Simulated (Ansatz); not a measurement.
Species: sum formula SiN2H5F2 (charge +1, singlet). It need not be the lowest isomer of its formula. 
Coordinates optimised at B3LYP-D3(BJ)/def2-TZVP (Ansatz, an electronic-structure program):
SMILES: N[Si]([NH3+])(F)F
```xyz
10

N      1.2561     1.0117    -0.6092
Si     0.1762    -0.0495     0.0473
N     -1.5887     0.4117    -0.4022
F      0.2064    -1.4921    -0.5544
F      0.0477     0.0048     1.6044
H      1.6556     1.7801    -0.0889
H      1.7568     0.8248    -1.4665
H     -1.8373     1.3455    -0.0652
H     -1.7381     0.4097    -1.4147
H     -2.2631    -0.2445     0.0032
```
Charge +1, spin multiplicity 1.

Basis-set convergence of Hartree-Fock and CCSD correlation energies (hartree) with Ansatz. Cores are frozen in the correlated levels unless marked. No spin-orbit coupling. Non-relativistic.

```
basis        functions       E(HF)  E(corr, CCSD)
-----------  ---------  ----------  -------------
cc-pV(D+d)Z        104  -599.60500       -0.83833
cc-pV(T+d)Z        229  -599.75307       -1.06173
cc-pV(Q+d)Z        434  -599.78438       -1.13941
```

Extrapolating the two largest sets (X = 3 and 4) as X^-3: E(corr) = (64·(-1.13941) - 27·(-1.06173))/37 = -1.1961 Eh, an estimate of the basis-set limit. The largest set recovers 95.3 % of it, the smallest 70.1 %.
